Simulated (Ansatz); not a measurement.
The same path of a periodic cell of 17 atoms, Li (host Li, host structure bcc, interstitial Li) was run twice with different band settings.

Method: DFT LDA, scalar-relativistic, plane waves, PAW in Ansatz. Settings: cutoff 420 eV, k mesh 3x3x3, gaussian smearing 0.15 eV, no spin polarisation.

Relaxed end points:

```xyz
17
Lattice="6.9800 0.0000 0.0000 0.0000 6.9800 0.0000 0.0000 0.0000 6.9800" Properties=species:S:1:pos:R:3
Li 0.345 -0.391 -0.762
Li 3.642 0.018 -0.058
Li -0.020 3.609 0.110
Li 0.145 0.066 3.498
Li 1.884 1.729 1.622
Li 3.751 3.472 0.189
Li 3.356 -0.048 3.645
Li 4.801 2.091 2.512
Li 0.157 3.549 3.407
Li 1.691 5.495 1.552
Li 1.857 1.907 5.301
Li 3.176 3.845 3.316
Li 5.281 5.383 1.811
Li 5.284 1.868 5.239
Li 2.055 4.919 5.400
Li 5.207 5.104 5.072
Li -0.740 1.007 0.896
```

```xyz
17
Lattice="6.9800 0.0000 0.0000 0.0000 6.9800 0.0000 0.0000 0.0000 6.9800" Properties=species:S:1:pos:R:3
Li 0.333 -0.758 -0.434
Li 3.633 -0.057 0.063
Li 0.133 3.482 0.022
Li -0.012 0.118 3.607
Li 1.853 1.641 1.731
Li 3.378 3.633 -0.024
Li 3.741 0.183 3.432
Li 4.839 2.507 2.116
Li 0.157 3.418 3.603
Li 1.799 5.301 1.896
Li 1.731 1.546 5.484
Li 3.178 3.341 3.809
Li 5.311 5.232 1.869
Li 5.251 1.779 5.370
Li 2.097 5.404 4.939
Li 5.187 5.086 5.103
Li -0.735 0.883 0.993
```

Common settings: climbing image yes; spring 5.0 eV/Å²; optimiser quadratic models (default); force threshold 0.05 eV/Å; end points relaxed.

| run | movable images | start path | iteration limit |
| --- | --- | --- | --- |
| 1 | 3 | straight line | 80 |
| 2 | 2 | default | 50 |

Problem. What does each run give, and how far can it be trusted?

Solution. Run 1: converged after 5 iterations, highest image 0.006 eV above the first end. The top lies less than 8 meV above the higher end, about what the thresholds resolve: that end is a shoulder or a very shallow well. By the program's own check the climbing image is of a kind that is not told: the force calls were inconclusive, a negative curvature could not be distinguished from the path's own, the only one lies far off the path, or fixed occupations may fill a level only in part (lowest curvatures found: -0.06 and -0.02 eV/Å²).
Run 2: converged after 7 iterations, highest image 0.003 eV above the first end. The top lies less than 8 meV above the higher end, about what the thresholds resolve: that end is a shoulder or a very shallow well. The order of the stationary point at the top wasn't checked. So few images can step over the top or miss a turn of the path.
Limits of this set-up: coarse k mesh.
